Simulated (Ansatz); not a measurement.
Single points on NbF₅.

```yaml
crystal:
  periodic: [false, false, false]
  atoms:
    - {symbol: Nb, position_ang: [0.000080, -0.000023, 0.000005]}
    - {symbol: F, position_ang: [-0.015556, -0.005117, 1.871509]}
    - {symbol: F, position_ang: [0.015524, 0.005507, -1.871499]}
    - {symbol: F, position_ang: [1.840508, 0.009680, 0.015303]}
    - {symbol: F, position_ang: [-0.928986, 1.588788, -0.003208]}
    - {symbol: F, position_ang: [-0.911582, -1.598826, -0.012109]}
basis:
  gaussian: {orbitals: def2-TZVP, initial_orbitals: start.molden}
correlation: {method: mp2}
scf: {omitted_lower_state_checks: [starts]}
output: {orbitals: {seedname: orbitals}}
```

The file start.molden holds the orbitals of an earlier run on this structure, at another level or in another basis.

```sh
$ ansatz run in.yaml --threads 2 --pin off --events-out ev --progress --plain --max-ram 32768MiB --backend cpu
```

Shortened log:

```
Functional definition: HF
1390 factors; integrals over basis functions are off by at most 1.2e-3 eV
mean field evaluation 1: about -15075.0333 eV, gradient 3.6e1 eV
mean field evaluation 2: about -15076.8143 eV, gradient 2.7e0 eV
mean field evaluation 4: about -15077.1483 eV, gradient 2.0e0 eV
mean field evaluation 8: about -15077.1532 eV, gradient 4.1e-4 eV
mean field -15077.15321437 eV, -554.0751609668 hartree, gradient 6.4e-6 eV, S^2 0.000000; 0 other end points of the search recorded, 0 dependent functions left out
5 core orbitals not correlated: weight in the atoms' cores, before any rotation towards them, 1.000 or more for the frozen orbitals, at most 0.000 for the correlated occupied ones
reference -15077.15321437 eV, -554.0751609668 hartree; 24, 24 occupied and 166, 166 virtual orbitals, 1390 factors
second order -45.27502741 eV of doubles, -0.00000000 eV of singles
Total energy: -15122.42824179 eV, -555.7389875357 hartree
Checks for a lower state left out: starts
```

Run time 4 s (2 threads of AMD EPYC 7R13 on a shared host).

As the first input, with `hamiltonian: {xc: {name: B2PLYP}}` and without the key `correlation`, `output` (abridged; 6.5 s):

```
Functional definition: B2PLYP
mean field -15125.24531492 eV, -555.8425130640 hartree, gradient 3.9e-6 eV, S^2 0.000000
5 core orbitals not correlated: weight in the atoms' cores, before any rotation towards them, 1.000 or more for the frozen orbitals, at most 0.000 for the correlated occupied ones
second order -54.93585808 eV of doubles, -0.00000000 eV of singles
Total energy: -15140.07816159 eV, -556.3876101248 hartree
Checks for a lower state left out: starts
```

First input, but with `hamiltonian: {xc: {text: "exchange = 0.65*pbe_x + 0.35*exact_x\ncorrelation = pbe_c"}}` and without the key `correlation` (abridged; 3.7 s):

```
Functional definition: unnamed
mean field -15135.80901957 eV, -556.2307220493 hartree, gradient 2.0e-5 eV, S^2 0.000000
Total energy: -15135.80905866 eV, -556.2307234858 hartree
Checks for a lower state left out: starts
```

Geometry: r2SCAN-D4/def2-SVP.

In the def2 sets Nb takes a core potential; there is no spin–orbit coupling. Correlated methods freeze 5 core orbitals; core or outer-core shells of Nb are correlated, in sets that lack core-valence functions.
